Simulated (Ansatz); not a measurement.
Program: Ansatz. Geometries: PBE0-D4/def2-TZVP. ΔE: electronic, gas phase. CCSD(T)/CBS adds triple-zeta CCSD(T) − MP2 to the extrapolated MP2 energy (def2 sets, frozen cores). This one scheme is used for every species. DFT in def2-TZVPP. Elements past krypton have def2 core potentials. For Te outer-core shells are correlated without core-valence functions, which leaves a few kJ/mol of doubt a bond. One conformer a species, not always the lowest.

`CCCCC` + H₂Te → `CCC[TeH]` + ethane  (substitution at a C–C bond)

`CCCCC`:

Z-matrix (Å, degrees):
```
C
C 1 1.519
H 1 1.094 2 111.1
H 1 1.092 2 111.7 3 -120.2
H 1 1.094 2 111.1 3 119.5
C 2 1.521 1 112.7 3 -60.0
H 2 1.095 1 109.3 3 62.5
H 2 1.097 1 109.6 3 178.4
C 6 1.523 2 114.5 1 -177.1
H 6 1.098 2 109.2 1 60.1
H 6 1.096 2 108.6 1 -55.0
C 9 1.521 6 114.1 2 -65.1
H 9 1.095 6 108.8 2 172.9
H 9 1.097 6 109.1 2 57.7
H 12 1.092 9 111.9 6 63.4
H 12 1.094 9 110.9 6 -56.8
H 12 1.092 9 111.2 6 -176.6
```

H₂Te:

Z-matrix (Å, degrees):
```
Te
H 1 1.656
H 1 1.656 2 90.4
```

`CCC[TeH]`:

Cartesian coordinates in Å:
```
C -0.871 -1.335 0.564
C 0.388 -0.526 0.292
C 0.073 0.797 -0.379
Te 1.889 1.902 -0.735
H -0.632 -2.286 1.046
H -1.404 -1.556 -0.364
H -1.555 -0.791 1.219
H 1.069 -1.106 -0.340
H 0.918 -0.345 1.233
H -0.568 1.417 0.249
H -0.412 0.647 -1.343
H 1.105 3.181 -1.442
```

`CC`:

```xyz
8

C    -0.175   -0.556   -0.486
C     0.175    0.556    0.486
H    -0.437   -1.478    0.039
H    -1.025   -0.284   -1.115
H     0.664   -0.784   -1.149
H     0.437    1.478   -0.039
H     1.025    0.284    1.116
H    -0.664    0.784    1.149
```

```
             level  ΔE (kJ/mol)  difference from CCSD(T)/CBS
         r2SCAN-D4         -5.3                          4.5
           ωB97M-V         -1.7                          8.1
            B2PLYP         -8.7                          1.1
               PBE         -8.4                          1.4
            r2SCAN         -6.0                          3.8
SCS-MP2/def2-TZVPP         -9.9                         -0.1
   CCSD/def2-TZVPP         -2.7                          7.1
SCS-MP2/def2-QZVPP        -12.7                         -2.9
      HF/CBS(def2)         -1.5                          8.3
    CCSD/CBS(def2)         -7.8                          2.0
       CCSD(T)/CBS         -9.8                            0
```

Largest T1 diagnostic among the species: 0.010.

In def2-TZVPP, CCSD(T) changes the Hartree–Fock value by −3.8 kJ/mol (the triples alone add −2.0 kJ/mol) and MP2 by −10.4 kJ/mol. From PBE to PBE0 (25 % exact exchange), in def2-TZVPP and without D4, ΔE moves by +3.6 kJ/mol.
